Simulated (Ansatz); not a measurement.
Wavefunction ladder for `FCC(F)(F)OCC(F)(F)F`

```xyz
15

F    -0.201   -3.415   -0.811
C     0.024   -2.388    0.057
C    -0.172   -1.066   -0.655
F     0.660   -0.964   -1.719
F    -1.422   -0.975   -1.166
O     0.061   -0.076    0.240
C    -0.078    1.242   -0.249
C     0.236    2.179    0.894
F     1.479    2.015    1.346
F    -0.596    2.009    1.922
F     0.114    3.440    0.467
H     1.050   -2.437    0.429
H    -0.682   -2.446    0.888
H     0.625    1.443   -1.060
H    -1.099    1.438   -0.584
```

Charge 0, multiplicity 1. The structure was optimised at the PBE0-D4/def2-TZVP level. It is one conformer, not always the lowest. Frozen core, restricted reference, the Gaussian-basis code of Ansatz. CBS rows extrapolate triple and quadruple zeta; past MP2 they add the triple-zeta difference.

```
     basis     HF (Eh)  MP2 corr.  CCSD corr.       (T)  CCSD(T) total
  def2-SVP  -824.65754          ?    -1.85196  -0.04051              ?
def2-TZVPP  -825.67219          ?    -2.38489  -0.08044              ?
def2-QZVPP           ?          ?           –         –              –
 CBS(def2)  -825.71270   -2.72012    -2.74573     as TZ     -828.53887
```

Q: Fill in the withheld values. (Estimate.)

A: The calculation gave: def2-SVP MP2 corr.: -1.80376; def2-SVP CCSD(T) total: -826.55001; def2-TZVPP MP2 corr.: -2.35928; def2-TZVPP CCSD(T) total: -828.13752; def2-QZVPP HF (Eh): -825.70779; def2-QZVPP MP2 corr.: -2.56657.
